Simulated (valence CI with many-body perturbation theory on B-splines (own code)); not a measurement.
The numbers below are computed, except where a source is named.
**A CI+MBPT run for Rh⁴⁺**

The program does CI of the valence electrons with many-body perturbation theory for a frozen closed Dirac-Fock core.

Command, and the settings that its task file holds:

```sh
python run_cv.py task.json out
```

```
atom Rh  Z=45  mass_number=103  rms_radius_fm=4.4945
core [Kr]
valence 4s5
avg = 1
basis = S
breit = 1
cap = 10000
capref = 1200
cscale = 1
de = 0.0
dress = 0
eps = 2e-08
extrap = 1
h = 0.27
hh = 1
l2 = 3
lcore = 6
maxit = 60
n2 = 5
natural = 1
nlev = 21
nno = [3, 3, 3, 3, 1]
nroot = 26
nsp = [3, 3, 2, 2, 0]
pt2 = 1
qed = 1
rpa = 1
s1 = 1
s2 = 1
s3 = 1
screen = 1
tol = 2e-05
whole = 1
```

Task: What became of the run, and why?

Result: It gave no result: a shell was given more electrons than it holds. The program said: "a valence shell holds more than 4l+2 electrons".
